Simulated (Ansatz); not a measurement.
Gas-phase electronic energies from Ansatz, PBE0-D4/def2-TZVP geometries. CCSD(T)/CBS is the MP2 limit (def2-TZVPP, def2-QZVPP) plus CCSD(T) − MP2 in def2-TZVPP, frozen cores. This one scheme is used for every species. DFT in def2-TZVPP. Elements past krypton have def2 core potentials. For Sb outer-core shells are correlated without core-valence functions, which leaves a few kJ/mol of doubt a bond. Each species was taken in one conformer, which may not be the lowest.

`C[S][SbH][CH3]` + H₂ → `[CH3][SbH2]` + CH₃SH  (hydrogenolysis of the Sb–S bond)

CCSD(T)/CBS gives +35.8 kJ/mol.

**Question.** Another level gave +31.0 kJ/mol. Which?
A. PBE0-D4/def2-TZVPP
B. HF/def2-TZVPP
C. PBE-D4/def2-TZVPP
D. ωB97M-V/def2-TZVPP

**Answer.** A. PBE0-D4 31.0, HF/def2-TZVPP 1.8, ωB97M-V 26.4, PBE-D4 37.3 kJ/mol.

Largest T1 diagnostic among the species: 0.013.

From PBE to PBE0 (25 % exact exchange), in def2-TZVPP and without D4, ΔE moves by −5.4 kJ/mol. In def2-TZVPP, CCSD(T) changes the Hartree–Fock value by +21.9 kJ/mol (the triples alone add +6.9 kJ/mol) and MP2 by +35.7 kJ/mol.
